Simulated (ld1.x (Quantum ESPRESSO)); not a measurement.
Transferability test, RRKJ potential for iron

* Element: iron (Fe)
* Generator: ld1.x (Quantum ESPRESSO) 7.5
* Type: norm-conserving RRKJ (Kleinman–Bylander form)
* Functional: BLYP
* Relativity: scalar-relativistic
* Frozen core: [Ne]
* Valence charge: 16
* Reference configuration: 3s2 3p6 3d6 4s1.5 4p0 (charge +0.5)
* Partial waves: 3p (bound): rc 0.76 bohr; 3d (bound): rc 1.00 bohr; 3s (bound): rc 0.62 bohr
* Local potential: the s channel
* Core correction: a·sin(br)/r model core inside 0.40 bohr

Occupied shells without a wave of their own: 4s. They enter only through the test configuration that unscreens the potential, and ld1.x also counts them in the model core charge.

Energies are relative to the spin-unpolarised reference configuration 3s2 3p6 3d6 4s1.5 4p0; without spin polarisation the order of configurations can differ from experiment.

ld1.x takes every shell without a wave as core, so the model core holds the 4s electrons as well and exchange and correlation see them twice. This cancels in the reference configuration, but the file is broken for other ones, and its errors say nothing about a proper core correction.

| valence configuration | charge | ΔE all-electron (eV) | error AE − PS (meV) |
| --- | --- | --- | --- |
| 3s2 3p6 3d6 4s2 4p0 | 0 | -3.465 | +9.3 |
| 3s2 3p6 3d6 4s1 4p0 | +1 | 5.264 | -64 |
| 3s2 3p6 3d6 4s0 4p0 | +2 | 21.647 | -400 |
| 3s2 3p6 3d5 4s2 4p0 | +1 | 10.640 | +60 |
| 3s2 3p6 3d4 4s0 4p0 | +4 | 108.934 | -917 |
| 3s2 3p6 3d7 4s1 4p0 | 0 | -4.211 | -26 |
| 3s1 3p6 3d6 4s2 4p0 | +1 | 98.122 | +36 |

Levels in the configuration 3s1 3p6 3d6 4s2 4p0:

| level | all-electron (eV) | pseudo (eV) |
| --- | --- | --- |
| 3s | -110.101 | -110.074 |
| 3p | -75.982 | -75.938 |
| 3d | -22.465 | -22.451 |
| 4s | -14.138 | -14.238 |
